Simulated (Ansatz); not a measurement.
System: C2H6FSi, charge 0, multiplicity 2. It need not be the lowest isomer of its formula. 
Geometry from a B3LYP-D3(BJ)/def2-TZVP (Ansatz, a quantum-chemistry and plane-wave program) optimisation:
```xyz
10

Si    -0.0338     0.0128    -0.3497
C      1.4818    -0.9661    -0.0131
C     -1.4939    -0.5981     0.6290
F      0.2623     1.5495     0.0404
H     -0.3515     0.0176    -1.7993
H      2.4785    -0.5430    -0.0731
H      1.4548    -2.0243     0.2244
H     -2.3810     0.0025     0.4196
H     -1.7188    -1.6345     0.3643
H     -1.2961    -0.5574     1.7016
```
Charge 0, spin multiplicity 2.

Basis-set convergence of Hartree-Fock and CCSD correlation energies (hartree) with Ansatz. Cores are frozen in the correlated levels unless marked. Open shells are spin-unrestricted. Spin-orbit coupling is left out. Non-relativistic.

```tsv
basis	functions	E(HF)	E(corr, CCSD)
cc-pV(D+d)Z	95	-467.65168	-0.59295
cc-pV(T+d)Z	213	(withheld)	(withheld)
```

Fill in the missing entries.


- cc-pV(T+d)Z, E(HF): -467.73180
- cc-pV(T+d)Z, E(corr, CCSD): -0.73597
